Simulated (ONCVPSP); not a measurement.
Before and after: ONCV potential for Sc (Z = 21)

| Quantity | Value |
| --- | --- |
| Element | Sc |
| Generator | ONCVPSP 4.0.1 |
| Type | optimised norm-conserving Vanderbilt (ONCV) |
| Functional | PBE |
| Relativity | fully relativistic |
| Frozen core | [Ne] |
| Valence charge | 11 |
| Reference configuration | 3s2 3p6 3d1 4s0.5 (charge +1.5) |
| Partial waves | 3s+4s: rc 1.60 bohr, ncon 3, nbas 6, qcut 8.3 1/bohr, 2 projectors; 3p: rc 1.45 bohr, ncon 3, nbas 6, qcut 9.5 1/bohr, 2 projectors, debl 1.6 Ha; 3d: rc 1.30 bohr, ncon 4, nbas 8, qcut 6.9 1/bohr, 2 projectors, debl 1.2 Ha; f scattering state at 0.03 Ha: rc 1.50 bohr, ncon 5, nbas 8, qcut 6.4 1/bohr, 1 projector |
| Local potential | polynomial inside 0.80 bohr (lpopt 5, dvloc0 2 Ha) |
| Core correction | none |

Open shells are filled in proportion to 2j + 1.

In the p channel the program set the typed energies aside and used -1.634, 0.250 Ha (j = l + 1/2; the other j can differ).

All-electron outer shells of the reference configuration (PBE, scalar-relativistic, ld1.x):

```csv
shell,level (eV),outermost node (bohr),outermost maximum (bohr)
2p,-399.34,–,0.23
3s,-66.06,0.42,0.92
3p,-44.63,0.39,0.97
3d,-13.80,–,1.08
4s,-12.74,1.31,2.84
```

Change: s: qcut 11.5; p: qcut 13.1; d: qcut 9.5; f: qcut 8.9.

Cutoffs: the cutoffs (Ha) at which the residual kinetic energy of the hardest occupied pseudo-wave falls to 1 and 0.1 mHa per electron; they do not see the model core or the augmentation charge, which bear on the density cutoff. Errors are all-electron minus pseudo energies relative to the spin-unpolarised reference configuration.

Question: Predict the effect on cutoff, ghosts and configuration errors.

Answer: The potential gets softer (125 Ha and 146 Ha → 39 Ha and 55 Ha); of the 4 tests that both files solve, the error grows in 0 and shrinks in 1 by more than 15 % and 0.3 meV (median size 0.1 → 0.0 meV); neither file shows a bound ghost.

| quantity | base | changed |
| --- | --- | --- |
| cutoff, loose | 125 Ha | 39 Ha |
| cutoff, tight | 146 Ha | 55 Ha |
| loose cutoff by channel | s 22 Ha, p 16 Ha, d 125 Ha | s 25 Ha, p 28 Ha, d 39 Ha |
| bound ghosts | none | none |
| GHOST(+) flags under 300 eV | s at 224.0 eV | none |
| error for 3s2 3p6 3d1 4s2, meV [ΔE -12.51 eV] | -0.1 | 0.0 |
| error for 3s2 3p6 3d1 4s1, meV [ΔE -5.61 eV] | -0.1 | 0.0 |
| error for 3s2 3p6 3d1 4s0, meV [ΔE 7.16 eV] | 0.0 | 0.0 |
| error for 3s2 3p6 3d0 4s2 4p1, meV [ΔE -9.04 eV] | +23 | +15 |
| s: phases at 1.63 bohr within 0.05 rad from the reference energy up to (Ha; the scan ends near 5) | to the end of the scan | to the end of the scan |
| p3/2: phases at 1.47 bohr within 0.05 rad from the reference energy up to (Ha; the scan ends near 5) | to the end of the scan | to the end of the scan |
| p1/2: phases at 1.47 bohr within 0.05 rad from the reference energy up to (Ha; the scan ends near 5) | to the end of the scan | to the end of the scan |
| d5/2: phases at 1.32 bohr within 0.05 rad from the reference energy up to (Ha; the scan ends near 5) | 4.4 | to the end of the scan |
| d3/2: phases at 1.32 bohr within 0.05 rad from the reference energy up to (Ha; the scan ends near 5) | 4.4 | to the end of the scan |
| f7/2: phases at 1.52 bohr within 0.05 rad from the reference energy up to (Ha; the scan ends near 5) | to the end of the scan | to the end of the scan |
| f5/2: phases at 1.52 bohr within 0.05 rad from the reference energy up to (Ha; the scan ends near 5) | to the end of the scan | to the end of the scan |

Base: These tests converged, but a pseudo level misses the all-electron one widely, so the file describes the atom poorly there or has found another state: 3s2 3p6 3d0 4s2 4p1: empty 3d by 6.3 eV. Changed file: These tests converged, but a pseudo level misses the all-electron one widely, so the file describes the atom poorly there or has found another state: 3s2 3p6 3d0 4s2 4p1: empty 3d by 6.3 eV.
